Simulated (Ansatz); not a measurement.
MgZn₂⁺, relaxed as a quartet with UKS PBE/def2-TZVP in Ansatz, starting from the PBE/def2-TZVP geometry of the charge +1 doublet. Force threshold 0.02 eV/Å.

In the quartet geometry the species has come apart into loosely held pieces. At PBE/def2-TZVP a doublet of charge 1 lies 3.07 eV below the quartet, each at its own geometry. The structure comes from a short search, and lower isomers may exist.

Start:

Cartesian coordinates in Å:
```
Mg 0.451 -2.227 1.557
Zn -0.010 0.032 -0.027
Zn -0.441 2.195 -1.530
```

```json
{"step": "1", "energy (eV)": "-102256.7070", "largest force component (eV/Å)": "0.687", "SCF passes": "48"}
{"step": "2", "energy (eV)": "-102256.7714", "largest force component (eV/Å)": "0.632", "SCF passes": "50"}
{"step": "3", "energy (eV)": "-102256.8952", "largest force component (eV/Å)": "0.312", "SCF passes": "29"}
{"step": "4", "energy (eV)": "-102256.9440", "largest force component (eV/Å)": "0.185", "SCF passes": "24"}
{"step": "5", "energy (eV)": "-102256.9509", "largest force component (eV/Å)": "0.042", "SCF passes": "25"}
{"step": "6", "energy (eV)": "-102256.9532", "largest force component (eV/Å)": "0.033", "SCF passes": "24"}
{"step": "7", "energy (eV)": "-102256.9539", "largest force component (eV/Å)": "0.003", "SCF passes": "24"}
```

Force components are those of the run's own axes.

End:

```xyz
3

Mg    0.543   -2.682    1.874
Zn   -0.057    0.288   -0.200
Zn   -0.485    2.394   -1.674
```

Bonds lost: Mg1–Zn2 (atoms count from 1). The end holds 2 separate pieces.

No frequencies were taken in this run, so the end may be a saddle point.

Hardware: 4 threads of Arm Neoverse V1 on a shared host. Wall time 11 s.
